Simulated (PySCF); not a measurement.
SMILES C[O][AlH][O][Si](C)(C)C (C4H13AlO2Si), GFN2-xTB optimised geometry.

```
21

Al     1.09    -0.91     0.00
H      2.59    -0.91     0.00
O      0.38    -2.40     0.00
C     -0.18    -3.68     0.00
H      0.40    -4.34     0.65
H     -1.21    -3.64     0.37
H     -0.18    -4.09    -1.01
O      0.34     0.58     0.00
Si    -0.36     2.07    -0.01
C      0.93     3.33     0.60
C     -0.90     2.45    -1.80
C     -1.87     2.01     1.16
H      0.53     4.34     0.61
H      1.81     3.32    -0.03
H      1.26     3.09     1.61
H     -0.04     2.45    -2.47
H     -1.37     3.43    -1.87
H     -1.60     1.71    -2.16
H     -1.57     1.76     2.17
H     -2.59     1.27     0.84
H     -2.38     2.97     1.20
```

Density from PBE0/def2-SVP run with PySCF at that geometry.

Minimum of the electron density along straight lines between bonded atoms, close to the bond critical point (lines longer than 1.1 times the sum of covalent radii, or with two minima, are not listed):

```csv
bond,length / Å,ρ at the minimum / e bohr⁻³,∇²ρ there / e bohr⁻⁵,position (fraction from the first atom)
Al1–H2,1.500,(withheld),0.34,0.51
Al1–O3,1.647,0.102,1.04,0.44
O3–C4,1.398,0.252,(withheld),0.66
C4–H5,1.093,0.281,-1.07,0.63
C4–H6,1.092,0.282,-1.07,0.63
C4–H7,1.093,0.281,-1.07,0.63
Al1–O8,1.671,0.102,0.96,0.43
O8–Si9,1.647,(withheld),0.99,0.59
Si9–C10,1.906,0.111,0.31,0.38
Si9–C11,1.906,0.111,0.31,0.38
Si9–C12,1.907,0.111,0.31,0.38
C10–H13,1.085,0.271,-0.96,0.62
C10–H14,1.086,0.271,-0.96,0.62
C10–H15,1.086,0.271,-0.96,0.62
C11–H16,1.086,0.271,-0.96,0.62
C11–H17,1.085,0.271,-0.96,0.62
C11–H18,1.086,0.271,-0.96,0.62
C12–H19,1.086,0.271,-0.96,0.62
C12–H20,1.086,0.271,-0.96,0.62
C12–H21,1.086,0.271,-0.96,0.62
```

Problem. Complete the blanks.

Solution. 
- Al1–H2, ρ at the minimum / e bohr⁻³: 0.091
- O3–C4, ∇²ρ there / e bohr⁻⁵: -0.26
- O8–Si9, ρ at the minimum / e bohr⁻³: 0.120
